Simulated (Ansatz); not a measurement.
An input meant for Pt₂H (charge 0, doublet; atoms displaced at random, 0.08 Å in each coordinate).

```yaml
crystal:
  periodic: [false, false, false]
  atoms:
    - {symbol: Pt, position_ang: [1.761969, -0.178087, 1.022763]}
    - {symbol: Pt, position_ang: [1.711969, -0.228087, 0.722763]}
    - {symbol: H, position_ang: [-1.189616, 0.582333, -0.168483]}
basis:
  gaussian: {orbitals: def2-mTZVP}
magnetization: {spin_polarized: true, initial_magnetization: 1}
hamiltonian: {xc: {name: HSE06}}
scf: {omitted_lower_state_checks: [starts]}
```

```sh
$ ansatz run in.yaml --threads 4 --pin off --events-out ev --progress --plain --max-ram 3916MiB
```

Shortened log:

```
Functional definition: HSE06
881 factors; integrals over basis functions are off by at most 1.8e-4 eV
51 factors; integrals over basis functions are off by at most 5.7e-6 eV
mean field evaluation 1: about 2455.0730 eV, gradient 4.0e1 eV
mean field evaluation 2: about 2453.8426 eV, gradient 2.3e1 eV
mean field evaluation 4: about 2451.6544 eV, gradient 2.0e0 eV
mean field evaluation 8: about 2451.5880 eV, gradient 3.7e-1 eV
mean field evaluation 16: about 2451.5868 eV, gradient 1.4e-4 eV
a density is far from that of the atoms, so the factors are made again for it
979 factors; integrals over basis functions are off by at most 1.4e-4 eV
53 factors; integrals over basis functions are off by at most 2.2e-6 eV
mean field 2451.58675710 eV, 90.0941515782 hartree, gradient 1.8e-5 eV, S^2 0.752734; 0 other end points of the search recorded, 0 dependent functions left out
reference 2451.58672927 eV, 90.0941505556 hartree; 19, 18 occupied and 56, 57 virtual orbitals, 979 factors
Total energy: 2451.58672927 eV, 90.0941505556 hartree
Checks for a lower state left out: starts
```

In this input one atom was put on top of another. Self-consistency was reached. The result belongs to that input, not to the species as meant.

In the def2 sets Pt takes a core potential; there is no spin–orbit coupling. HSE06 is defined as in plane-wave codes, on full-range PBE exchange.
